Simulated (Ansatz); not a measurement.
# Nudged elastic band run: AsFH2Mg

input.yaml

```yaml
crystal:
  periodic: [false, false, false]
  atoms:
    - { symbol: F, position_ang: [-1.273929, -2.20332, 1.474242] }
    - { symbol: Mg, position_ang: [-0.322036, -0.930496, 0.715961] }
    - { symbol: As, position_ang: [1.098247, 0.877578, -0.332468] }
    - { symbol: H, position_ang: [-0.081492, 1.832167, -0.162608] }
    - { symbol: H, position_ang: [0.57922, 0.42408, -1.695127] }
basis:
  gaussian: { orbitals: def2-SVP }
hamiltonian:
  xc: r2scanh
  dispersion: d4
neb:
  order_check: false
  images: 7
  f_tol: 0.05
  max_iterations: 60
  initial_path: idpp
  final_atoms:
    - { symbol: F, position_ang: [-1.04390399, -2.23527248, 1.60327287] }
    - { symbol: Mg, position_ang: [-0.62836378, -0.88973579, 0.54554419] }
    - { symbol: As, position_ang: [-0.09631056, 1.04030448, -0.99690438] }
    - { symbol: H, position_ang: [0.55399373, 1.74630582, 0.19011012] }
    - { symbol: H, position_ang: [1.21459461, 0.33840698, -1.3420228] }
```

Command:

```bash
$ ansatz run input.yaml --threads 1 --pin off --max-ram 2048MiB --backend cpu --events-out ev --progress --plain --runs-dir out
```

Output, in part (warnings, iteration lines, the closing report on the highest movable image, with atoms numbered from 0):

```
NEB end point (image 0): max|allowed force component| = 5.922e-4 eV/Å (the criterion of neb.relax_end_points is 1.000e-2)
NEB end point (image 8): max|allowed force component| = 1.088e-2 eV/Å (the criterion of neb.relax_end_points is 1.000e-2)
NEB iter   1: max|band force component| = 2.116e0 eV/Å  barrier→ = 1.9390 eV  barrier← = 1.9390 eV  Δτ_max = 0.1998 Å  (213 SCF iters)
NEB iter   2: max|band force component| = 1.017e0 eV/Å  barrier→ = 1.0807 eV  barrier← = 1.0807 eV  Δτ_max = 0.1803 Å  (193 SCF iters)
NEB iter   3: max|band force component| = 2.279e-1 eV/Å  barrier→ = 0.8177 eV  barrier← = 0.8177 eV  CI = image 4  Δτ_max = 0.0397 Å  (188 SCF iters)
NEB iter   4: max|band force component| = 8.712e-2 eV/Å  barrier→ = 0.8123 eV  barrier← = 0.8122 eV  CI = image 4  Δτ_max = 0.0065 Å  (194 SCF iters)
NEB iter   5: max|band force component| = 3.794e-2 eV/Å  barrier→ = 0.8119 eV  barrier← = 0.8119 eV  CI = image 4  Δτ_max = 0.0000 Å  (323 SCF iters)
Total energy: -69022.70981908 eV, -2536.5378005783 hartree
Atom 0 at    -1.107420    -2.439356     1.762471 Å, force    -0.014932    -0.032869     0.023816 eV/Å
Atom 1 at    -0.501622    -1.104822     0.798471 Å, force     0.016082     0.035508    -0.025640 eV/Å
Atom 2 at     0.327415     0.721370    -0.521117 Å, force    -0.003514    -0.008016     0.005491 eV/Å
Atom 3 at     0.284084     2.171637    -0.192331 Å, force    -0.000927     0.007113     0.003048 eV/Å
Atom 4 at     0.997553     0.651180    -1.847494 Å, force     0.003291    -0.001737    -0.006715 eV/Å
Dipole moment:     0.111544     0.245770    -0.177394 e Å
```

The forces met the threshold. A vibrational analysis at the climbing image gives one clearly imaginary mode, 504i cm⁻¹: a first-order saddle point.

Final band (atoms are numbered from 1 in the order of the input):

```csv
image,path coordinate (Å),energy (eV),height of As3 over the plane of its neighbours (Å)
0,0.00,0.00,-1.00
1,0.34,0.04,-0.91
2,0.68,0.19,-0.73
3,1.02,0.57,-0.39
4,1.36,0.81,0.00
5,1.70,0.57,0.39
6,2.04,0.19,0.73
7,2.38,0.04,0.91
8,2.72,0.00,1.00
```

Run time: 94 s on 1 thread of Intel(R) Xeon(R) 6975P-C (Granite Rapids) (shared host), peak memory 0.19 GiB.
